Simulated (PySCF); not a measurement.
C3H3N2, doublet, geometry from GFN2-xTB; B3LYP5/STO-3G (PySCF).

Input for PySCF:
```python
from pyscf import gto, scf, dft

mol = gto.Mole()
mol.atom = '''
    C    -0.98699943   -0.45547695    0.34789029
    C    -0.78858205    0.72851015   -0.38738364
    N     0.52843173    0.87235337   -0.56904093
    C     1.10903837   -0.17053811    0.02466777
    N     0.21684128   -0.98695486    0.58561766
    H    -1.88968967   -0.91709980    0.69350309
    H    -1.49508281    1.43758016   -0.76878885
    H     2.16712002   -0.33324054    0.04820214
'''
mol.basis = 'sto-3g'
mol.spin = 1
mol.verbose = 4
mol.build()

mf = dft.UKS(mol)
mf.xc = 'b3lyp5'
mf.kernel()
```

What the program printed (banner, timings and long lists left out):

```
PySCF version 2.14.0

[INPUT] verbose = 4
[INPUT] num. atoms = 8
[INPUT] num. electrons = 35
[INPUT] charge = 0
[INPUT] spin (= nelec alpha-beta = 2S) = 1
[INPUT] symmetry False subgroup None
[INPUT] Mole.unit = angstrom
[INPUT] Symbol           X                Y                Z      unit          X                Y                Z       unit  Magmom
[INPUT]  1 C     -0.986999430000  -0.455476950000   0.347890290000 AA   -1.865158607802  -0.860726691552   0.657417369496 Bohr   0.0
[INPUT]  2 C     -0.788582050000   0.728510150000  -0.387383640000 AA   -1.490204101248   1.376684662466  -0.732048984737 Bohr   0.0
[INPUT]  3 N      0.528431730000   0.872353370000  -0.569040930000 AA    0.998591245230   1.648508953141  -1.075331511368 Bohr   0.0
[INPUT]  4 C      1.109038370000  -0.170538110000   0.024667770000 AA    2.095778780934  -0.322270321701   0.046615329404 Bohr   0.0
[INPUT]  5 N      0.216841280000  -0.986954860000   0.585617660000 AA    0.409770631700  -1.865074382708   1.106656991109 Bohr   0.0
[INPUT]  6 H     -1.889689670000  -0.917099800000   0.693503090000 AA   -3.570995936720  -1.733067450893   1.310530906640 Bohr   0.0
[INPUT]  7 H     -1.495082810000   1.437580160000  -0.768788850000 AA   -2.825297044445   2.716632784508  -1.452800374119 Bohr   0.0
[INPUT]  8 H      2.167120020000  -0.333240540000   0.048202140000 AA    4.095263316862  -0.629733354202   0.091088843218 Bohr   0.0

nuclear repulsion = 155.160236029134
number of shells = 18
number of NR pGTOs = 84
number of NR cGTOs = 28
basis = sto-3g
ecp = {}

******** <class 'pyscf.dft.uks.UKS'> ********
method = UKS
initial guess = minao
damping factor = 0
level_shift factor = 0
DIIS = <class 'pyscf.scf.diis.CDIIS'>
diis_start_cycle = 1
diis_space = 8
diis_damp = 0
SCF conv_tol = 1e-09
SCF conv_tol_grad = None
SCF max_cycles = 50
direct_scf = True
direct_scf_tol = 1e-13
number electrons alpha = 18  beta = 17
XC library pyscf.dft.libxc version 7.1.2
    S. Lehtola, C. Steigemann, M. J. T. Oliveira, and M. A. L. Marques,  SoftwareX 7, 1–5 (2018)
XC functionals = b3lyp5
    P. A. M. Dirac,  Math. Proc. Cambridge Philos. Soc. 26, 376 (1930)
    F. Bloch,  Z. Phys. 57, 545 (1929)
    A. D. Becke,  Phys. Rev. A 38, 3098 (1988)
    C. Lee, W. Yang, and R. G. Parr,  Phys. Rev. B 37, 785 (1988)
    B. Miehlich, A. Savin, H. Stoll, and H. Preuss,  Chem. Phys. Lett. 157, 200 (1989)
    S. H. Vosko, L. Wilk, and M. Nusair,  Can. J. Phys. 58, 1200 (1980)
radial grids:
    Treutler-Ahlrichs [JCP 102, 346 (1995); DOI:10.1063/1.469408] (M4) radial grids

becke partition: Becke, JCP 88, 2547 (1988); DOI:10.1063/1.454033
pruning grids: <function nwchem_prune>
grids dens level: 3
symmetrized grids: False
atomic radii adjust function: <function treutler_atomic_radii_adjust>
small_rho_cutoff = 0
Set gradient conv threshold to 3.16228e-05
tot grids = 99584
init E= -223.687610857697

cycle= 1 E= -222.401371652698  delta_E= 1.29  |g|= 0.381  |ddm|= 3.03
cycle= 2 E= -222.028212965165  delta_E= 0.373  |g|= 0.889  |ddm|=  1.9
cycle= 3 E= -222.490680343406  delta_E= -0.462  |g|= 0.111  |ddm|=  1.7
cycle= 4 E= -222.497645276352  delta_E= -0.00696  |g|= 0.0517  |ddm|= 0.15
cycle= 5 E= -222.499753052155  delta_E= -0.00211  |g|= 0.0116  |ddm|= 0.0802
cycle= 6 E= -222.499995500487  delta_E= -0.000242  |g|= 0.0036  |ddm|= 0.0387
cycle= 7 E= -222.500019316891  delta_E= -2.38e-05  |g|= 0.00107  |ddm|= 0.013
cycle= 8 E= -222.500021210155  delta_E= -1.89e-06  |g|= 0.000295  |ddm|= 0.00349
cycle= 9 E= -222.500021430051  delta_E= -2.2e-07  |g|= 0.000146  |ddm|= 0.00128
cycle= 10 E= -222.500021462891  delta_E= -3.28e-08  |g|= 1.1e-05  |ddm|= 0.000575
cycle= 11 E= -222.500021463801  delta_E= -9.11e-10  |g|= 6.95e-06  |ddm|= 0.000136
Extra cycle  E= -222.500021464737  delta_E= -9.35e-10  |g|= 1e-05  |ddm|= 0.000134
converged SCF energy = -222.500021464737  <S^2> = 0.77504492  2S+1 = 2.02489
```
